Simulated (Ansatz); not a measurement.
Ansatz results at the PBE0-D4/def2-TZVP geometry: HOMO energy (PBE0/def2-TZVPP) -6.90 eV; LUMO energy (ωB97M-V/def2-TZVPP) 1.93 eV; size of the dipole moment (B3LYP/def2-TZVPP) 2.64 D.

Each molecule was computed in one conformer, which needn't be the lowest.

**Question.** Which molecule gave them?
A. `CC(C)C(=O)C(C)(C)C`
B. `N#Cc1cscn1`
C. `C#C/C=C\C#C`
D. `[Sb]#[Sb]`

**Answer.** A. The others give `[Sb]#[Sb]`: -6.61, -1.16, 0.00; `N#Cc1cscn1`: -7.95, 0.30, 5.30; `C#C/C=C\C#C`: -6.88, 0.30, 0.16.

B3LYP here is the variant with VWN-RPA as its local correlation; programs differ in this.
